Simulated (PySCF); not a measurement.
# Dipole moment and polarisability of 2-vinylnaphthalene

2-vinylnaphthalene, C12H10.
Structure used (PBE0-D3(BJ)/def2-SVP), in Å, numbered top down from 1:
```
atom  x, y, z in Å
C1     4.1105   -0.0140    0.1135
C2     2.9716    0.6783    0.2402
C3     1.6043    0.1665    0.1071
C4     1.3224   -1.2172   -0.0842
C5     0.0340   -1.6659   -0.2128
C6    -1.0670   -0.7690   -0.1602
C7    -2.4092   -1.2022   -0.2909
C8    -3.4480   -0.3007   -0.2328
C9    -3.1874    1.0751   -0.0398
C10   -1.8939    1.5253    0.0912
C11   -0.8022    0.6209    0.0351
C12    0.5411    1.0503    0.1662
H13    5.0785    0.4774    0.2328
H14    4.1275   -1.0831   -0.1139
H15    3.0386    1.7498    0.4607
H16    2.1459   -1.9328   -0.1224
H17   -0.1641   -2.7313   -0.3563
H18   -2.6072   -2.2670   -0.4397
H19   -4.4792   -0.6465   -0.3358
H20   -4.0196    1.7816    0.0050
H21   -1.6895    2.5888    0.2406
H22    0.7361    2.1162    0.3158
```

Level: CAM-B3LYP/def2-SVPD (PySCF), static field, nuclei fixed, core orbitals frozen in the response. The polarisability tensor in these axes (au):

```
x   240.93  -9.98   6.08
y    -9.98 138.14   8.14
z     6.08   8.14  76.37
```

**Question.** Diagonalise the tensor; give its mean and Δα, where Δα² is half the sum of the squared differences of the eigenvalues.

**Answer.** Principal values 74.99, 138.39 and 242.06 au; mean 151.81 au = 22.50 Å³ = 25.03 × 10⁻⁴⁰ C²·m²/J; Δα = 146.08 au (96 % of the mean).

**Question.** What is the dipole moment, and where does it point?

**Answer.** (-0.23, -0.01, -0.01) D, 0.23 D in size, pointing from the negative to the positive side. Measured along this direction, the outermost atoms are H13 at the negative end and H19 at the positive end.

**Question.** Directions of the eigenvectors, and the extent of the frame along each?

**Answer.** Largest value along (1.00, -0.09, 0.03), where the nuclei span 9.42 Å; middle along (0.09, 0.99, 0.14), 5.20 Å; least along (-0.04, -0.13, 0.99), 0.24 Å. The response follows the extents in order.

**Question.** Find the Langevin capture rate constant for H3+ (3.023 u) meeting this molecule (154.078 u), k = 2.342 × 10⁻⁹ cm³/s × √(α in Å³ / reduced mass in u).

**Answer.** The reduced mass is 2.97 u, so k = 6.45 × 10⁻⁹ cm³/s.

**Question.** Molar refractivity from α?

**Answer.** Lorentz–Lorenz: R = (4π/3)N_A α = 2.5225 cm³/(mol·Å³) × 22.50 Å³ = 56.7 cm³/mol, in the limit of long wavelengths.

**Question.** In TDDFT the mean static polarisability is Σ f/ω² over all singlet excitations (ω in hartree). How much of it do the 10 lowest give? Their energies (eV) and oscillator strengths: 4.33, 0.0104; 4.49, 0.1796; 5.26, 0.9004; 5.74, 0.7059; 6.05, 0.0090; 6.19, 0.0093; 6.32, 0.0022; 6.41, 0.0546; 6.59, 0.0016; 6.73, 0.0052.

**Answer.** They add up to 48.47 au, 31.9 % of the 151.81 au; the largest single term is 24.08 au, from the state at 5.26 eV. Terms in order: 0.41, 6.60, 24.08, 15.88, 0.18, 0.18, 0.04, 0.98, 0.03, 0.08 au. Higher excitations give the rest. The strengths listed sum to 1.878.

The structure is a single PBE0-D3(BJ)/def2-SVP conformer in the gas phase; no vibrational or solvent corrections.

The run behind these numbers computed excited states as well. The run took 70 s wall, 2.6 min CPU on 2 threads, Intel Xeon Platinum 8375C at 2.90 GHz (x86_64), shared host, and the process peaked at 2.1 GiB of memory.
